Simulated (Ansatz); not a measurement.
The cluster GeS2⁺ was relaxed with r2SCAN-D4 (def2-TZVP) in Ansatz in these states: charge +1 doublet, charge +1 quartet. The geometries follow in no particular order.

A:

Cartesian coordinates in Å:
```
Ge 1.406 0.758 0.532
S -1.077 -0.310 0.606
S -0.328 -0.447 -1.138
```

B:

```xyz
3

Ge   -1.1871   -0.2916   -0.6369
S     0.1549   -0.0159    1.2103
S     1.0323    0.3075   -0.5734
```

Task: Judge from the bond lengths which geometry belongs to which state (an estimate).

Result: A is the charge +1 quartet (Ge1–S2 2.704 Å, Ge1–S3 2.692 Å, S2–S3 1.904 Å); B is the charge +1 doublet (Ge1–S2 2.300 Å, Ge1–S3 2.300 Å, S2–S3 2.014 Å).

At PBE0-D4/def2-TZVP a doublet lies 2.40 eV below the charge +1 quartet. These are the stationary points nearest to one start from a short search; other shapes may lie lower in each state.
